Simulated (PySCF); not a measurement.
**Electronic structure of Al⁺ (aluminium, charge +1) at the UHF level**

Configuration: [Ne] 3s2, closed-shell 1S. Computed with PySCF 2.14 in cc-pVTZ-DK (5s4p2d1f, 34 functions), with the spin-free X2C one-electron Hamiltonian (Gaussian nucleus).

* Total energy: -242.109079 hartree
* One-electron energy: -333.4534 hartree
* Hartree (Coulomb) energy: 109.2901 hartree
* Exchange energy: -17.9459 hartree
* ⟨S²⟩: 0.0000
* ⟨L²⟩: 0.000
* Sum of ⟨r⟩: 9.929 bohr
* Sum of ⟨r²⟩: 17.28 bohr²
* Langevin diamagnetic susceptibility: -13.7 ×10⁻⁶ cm³/mol
* Time after the integrals: 0.12 s of wall time on 1 thread of Intel(R) Xeon(R) Platinum 8375C CPU @ 2.90GHz (shared host)

```json
{"shell": "1s", "electrons": "2", "mean orbital energy (hartree)": "-58.93185", "rms radius, mean of both spins (bohr)": "0.139"}
{"shell": "2s", "electrons": "2", "mean orbital energy (hartree)": "-5.23519", "rms radius, mean of both spins (bohr)": "0.675"}
{"shell": "2p", "electrons": "6", "mean orbital energy (hartree)": "-3.52067", "rms radius, mean of both spins (bohr)": "0.674"}
{"shell": "3s", "electrons": "2", "mean orbital energy (hartree)": "-0.65334", "rms radius, mean of both spins (bohr)": "2.61"}
```

Densities and radii are taken from the X2C orbitals without a picture-change correction, which distorts them close to the nucleus.
